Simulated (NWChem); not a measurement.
**Correlation energy of hydrogen selenide (H₂Se)**

```xyz
3

Se     0.0000     0.0000    -0.0571
H      1.0502     0.0000     0.9703
H     -1.0502     0.0000     0.9703
```
Charge 0, spin multiplicity 1.

The numbers come from NWChem runs, not from measurements. The geometry was optimised at PBE0/def2-SVP, a minimum by its harmonic frequencies.

Basis set: def2-SVP. Each correlation energy counts from its own Hartree-Fock reference.

The Hamiltonian is non-relativistic. The correlated methods keep 9 core orbitals frozen. Coupled-cluster values serve here as a point of comparison, not as the truth.

### Question
For the correlation energy, MP2 gives -247.7 mHa and SCS-MP2 gives -235.8 mHa. What do CR-CCSD[T], CR-CCSD(T), CCSD give?

### Answer
CR-CCSD[T]: -265.2 mHa; CR-CCSD(T): -264.9 mHa; CCSD: -260.1 mHa.
